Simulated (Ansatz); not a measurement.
BBrGeH4 (`[BH2][GeH2][Br]`), 7 atoms. Total charge 0; spin multiplicity 1. Correlated methods include outer-core shells of Br, Ge, which these sets cover unevenly. Scalar relativity is left out up to krypton. All runs use 2 threads of an Arm Neoverse V1 on a shared host. Correlated methods freeze the cores.

Question: How many basis functions does each run have, and how long does it take in Ansatz? RKS PBE0-D4/def2-TZVP relaxation (5 steps); direct RPA on PBE orbitals/def2-TZVPP energy; RKS B97M-V/def2-TZVPP energy; RKS PBE0-D4/def2-QZVPP energy; RHF-CCSD(T)/def2-TZVPP energy; RHF-MP2/def2-QZVPP energy; RKS ωB97M-V/def2-QZVPP energy; RKS PBE-D4/def2-TZVPP energy and forces; RKS LC-ωPBE/def2-TZVPP energy; RKS PBE0-D4/def2-TZVP frequencies; RKS PBE0-D4/def2-SVP energy; RKS r2SCAN0-D4/def2-TZVPP energy. (Estimate.)

Answer: Computed: Other jobs shared the machine, so times are rough.

```tsv
level	job	functions	wall time	peak host memory (GiB)
RKS PBE0-D4/def2-SVP	energy	98	1.8 s	0.2
RKS LC-ωPBE/def2-TZVPP	energy	183	3.1 s	0.3
RKS PBE-D4/def2-TZVPP	energy and forces	183	3.1 s	0.21
direct RPA on PBE orbitals/def2-TZVPP	energy	183	5.5 s	0.34
RKS r2SCAN0-D4/def2-TZVPP	energy	183	6.5 s	0.5
RKS PBE0-D4/def2-QZVPP	energy	355	11 s	1.2
RKS B97M-V/def2-TZVPP	energy	183	14 s	0.28
RHF-MP2/def2-QZVPP	energy	355	25 s	1.5
RKS PBE0-D4/def2-TZVP	relaxation (5 steps)	151	25 s	0.39
RKS ωB97M-V/def2-QZVPP	energy	355	27 s	1.3
RHF-CCSD(T)/def2-TZVPP	energy	183	100 s	1.9
RKS PBE0-D4/def2-TZVP	frequencies	151	2.1 min	0.39
```

LC-ωPBE has ω = 0.4 bohr⁻¹.
